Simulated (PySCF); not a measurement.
Compound: C2H7GeN.
Z-matrix (Å and degrees, PBE0-D3(BJ)/def2-SVP geometry), rows numbered from 1:
```
C 
Ge  1  1.9525
C   2  1.9720  1  110.52
N   3  1.2697  2  126.38  1   118.27
H   1  1.0994  2  110.06  3   -58.58
H   1  1.0995  2  110.50  3  -178.57
H   1  1.0996  2  110.52  3    61.35
H   2  1.5433  1  110.19  3  -121.70
H   2  1.5455  1  110.91  3   117.23
H   3  1.1077  2  117.33  1   -60.79
H   4  1.0281  3  110.75  2     0.79
```

Computed with EOM-IP-CCSD/aug-cc-pVDZ in PySCF, restricted Hartree–Fock reference, frozen core, non-relativistic, gas phase, PBE0-D3(BJ)/def2-SVP geometry.

Hartree–Fock orbital energies give these Koopmans values (eV): HOMO 10.43, HOMO-1 11.71, HOMO-2 12.55, HOMO-3 12.91, HOMO-4 14.97, HOMO-5 15.48, HOMO-6 15.73, HOMO-7 16.59.

Task: What vertical ionisation energies does EOM-IP-CCSD give?

Result: 
```
leading hole (HF orbital)  Koopmans (eV)  EOM-IP-CCSD (eV)  change (eV)  one-hole share
                     HOMO          10.43              9.24        -1.19            0.95
                   HOMO-1          11.71             11.21        -0.50            0.95
                   HOMO-2          12.55             11.90        -0.65            0.95
                   HOMO-3          12.91             12.41        -0.50            0.94
                   HOMO-4          14.97             13.40        -1.57            0.92
                   HOMO-5          15.48             14.40        -1.08            0.95
                   HOMO-6          15.73             14.58        -1.15            0.94
                   HOMO-7          16.59             15.22        -1.37            0.94
```

Task: Does the order of the lines follow the orbital energies?

Result: Yes, no two lines change places. The corrections run from -1.57 to -0.50 eV, with a mean of -1.00 eV over the 8 lines; no line lies above its Koopmans value. Koopmans values leave out both the relaxation of the orbitals and the change in correlation energy.

Task: At what kinetic energies would He I light (21.22 eV) eject these electrons?

Result: 11.98 eV (HOMO), 10.01 eV (HOMO-1), 9.32 eV (HOMO-2), 8.81 eV (HOMO-3), 7.82 eV (HOMO-4), 6.82 eV (HOMO-5), 6.64 eV (HOMO-6), 6.00 eV (HOMO-7).

One root was sought for each valence orbital with −ε under 21 eV, eight at most, so deeper holes and satellites are missing; no vibrational structure.

One conformer stands for the species.
